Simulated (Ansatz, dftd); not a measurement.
System: H3SiOBr, charge 0, singlet. H3SiOBr (SMILES [SiH2](Br)O).
B3LYP-D3(BJ)/def2-TZVP minimum from Ansatz (a first-principles code):
```
Si
O 1 1.6374
H 2 0.9609 1 119.20
H 1 1.4690 2 106.29 3 175.22
H 1 1.4754 4 112.69 2 -123.45
Br 1 2.2392 4 108.61 5 -116.81
```
Charge 0, spin multiplicity 1.

Wanted: atomisation energy (electronic, to ground-state atoms), in kcal/mol. UHF or UKS for unpaired electrons; spin-orbit terms are left out. Cores are frozen in correlated methods (noble-gas shells, and filled d and f shells in the p block). No relativity. CBS(X,Y): correlation extrapolated as X^-3, Hartree-Fock from the larger set. A bracket is a step between two methods taken in the basis named. Double hybrids freeze cores in their MP2 part. For partners of very few electrons the exact lower level stands in for a higher one. Spin-orbit terms, left out, reach several kcal/mol for Br and I, and more for heavier atoms.

```
level                                                                      program  atomisation energy (kcal/mol)  difference against the last row
------------------------------------------------------------------  --------------  -----------------------------  -------------------------------
HF/def2-TZVPP                                                               Ansatz                          340.5                           -129.0
PBE-D3(BJ)/def2-TZVPD                                               Ansatz + dftd3                          465.4                             -4.1
B3LYP/def2-TZVPD                                                            Ansatz                          457.3                            -12.2
r2SCANh-D4/def2-TZVPD                                               Ansatz + dftd4                          463.1                             -6.4
CAM-B3LYP-D3(BJ)/def2-TZVPD                                         Ansatz + dftd3                          464.4                             -5.1
CAM-B3LYP-D4/def2-TZVPD                                             Ansatz + dftd4                          464.3                             -5.2
CAM-B3LYP/def2-TZVPD                                                        Ansatz                          462.0                             -7.5
wB97X-V/def2-TZVPD                                                          Ansatz                          466.9                             -2.6
B2GP-PLYP-D3(BJ)/def2-TZVPD                                         Ansatz + dftd3                          459.7                             -9.8
MP2/def2-TZVPP                                                              Ansatz                          462.2                             -7.3
MP2/def2-QZVPP                                                              Ansatz                          471.3                              1.8
CCSDT(Q)/def2-SVP                                                           Ansatz                          427.0                            -42.5
CCSD(T)/CBS(def2-TZVPP,def2-QZVPP) + [CCSDT(Q) - CCSD(T)]/def2-SVP          Ansatz                          469.5                              0.0
```
